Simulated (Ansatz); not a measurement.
One change: `Cl[SiH2][SbH2]` becomes `Cl[SiH2][ZnH]`.

Ansatz, PBE0-D4/def2-TZVP geometries, multiplicity 1. 

Elements past krypton have def2 core potentials. Scalar relativity is left out up to krypton. Spin–orbit coupling is left out; it splits and shifts lone-pair levels of the heavy atoms by tenths of an eV.

```
                                                                                  property  `Cl[SiH2][SbH2]`
                                                     HOMO energy (ωB97M-V/def2-TZVPP) / eV             -9.32
                                                       LUMO energy (B3LYP/def2-TZVPP) / eV             -1.07
                                        size of the dipole moment (ωB97M-V/def2-TZVPP) / D              1.46
ideal-gas entropy at 298 K and 1 bar (rigid rotor, harmonic PBE0-D4/def2-TZVP) / J/(mol·K)               339
                                                         HOMO energy (PBE/def2-TZVPP) / eV             -6.35
                                                      HOMO–LUMO gap (PBE0/def2-TZVPP) / eV              6.49
```

Problem. What does the change do to each property? (Best estimate.)

Solution. Computed: 
```tsv
property	`Cl[SiH2][ZnH]`	shift
HOMO energy (ωB97M-V/def2-TZVPP) / eV	-9.38	-0.06
LUMO energy (B3LYP/def2-TZVPP) / eV	-1.73	-0.66
size of the dipole moment (ωB97M-V/def2-TZVPP) / D	1.70	0.24
ideal-gas entropy at 298 K and 1 bar (rigid rotor, harmonic PBE0-D4/def2-TZVP) / J/(mol·K)	320	-19
HOMO energy (PBE/def2-TZVPP) / eV	-6.30	0.05
HOMO–LUMO gap (PBE0/def2-TZVPP) / eV	5.85	-0.64
```

The zero-point energy changes by -20.0 kJ/mol with -3 modes. Dipoles are sizes alone; their direction can turn.

B3LYP here is the variant with VWN-RPA as its local correlation; programs differ in this.
